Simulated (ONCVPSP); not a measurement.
**An all-electron radial function and its pseudo partner (Li (Z = 3))**

Columns: radius, all-electron u(r) and pseudo u(r) of the 2p shell (level -1.58 eV) of lithium in the configuration [He] 2p1; LDA (Perdew-Wang 92), scalar-relativistic, ONCV scheme, ONCVPSP 4.0.1.

| r (bohr) | all-electron | pseudo |
| --- | --- | --- |
| 0.200 | 0.0155 | 0.0055 |
| 0.400 | 0.0487 | 0.0216 |
| 0.600 | 0.0886 | 0.0479 |
| 0.800 | 0.1300 | 0.0828 |
| 1.000 | 0.1704 | 0.1239 |
| 1.200 | 0.2084 | 0.1684 |
| 1.400 | 0.2434 | 0.2134 |
| 1.600 | 0.2754 | 0.2569 |
| 1.800 | 0.3042 | 0.2974 |
| 2.000 | 0.3300 | 0.3339 |
| 2.200 | 0.3527 | 0.3653 |
| 2.400 | 0.3724 | 0.3904 |
| 2.600 | 0.3891 | 0.4085 |
| 2.800 | 0.4029 | 0.4199 |
| 3.000 | 0.4138 | 0.4260 |
| 3.200 | 0.4220 | 0.4289 |
| 3.400 | 0.4277 | 0.4305 |
| 3.600 | 0.4310 | 0.4317 |
| 3.800 | 0.4321 | 0.4322 |
| 4.000 | 0.4313 | 0.4313 |
| 4.200 | 0.4287 | 0.4287 |
| 4.400 | 0.4244 | 0.4244 |
| 4.600 | 0.4188 | 0.4188 |
| 4.800 | 0.4119 | 0.4119 |
| 5.000 | 0.4039 | 0.4039 |
| 5.200 | 0.3950 | 0.3950 |

**Question.** How many radial nodes do the two functions have?

**Answer.** The all-electron 2p function has n − l − 1 = 0; the pseudo-wave has 0.

**Question.** At about which radius was the pseudo-wave matched?

**Answer.** 4.00 bohr, where the columns begin to agree (steps of 0.20 bohr).

**Question.** Is the pseudo-wave norm-conserving?

**Answer.** Yes: the ONCV scheme keeps the norm inside the radius equal to the all-electron one, which fixes the energy derivative of the logarithmic derivative at the level.
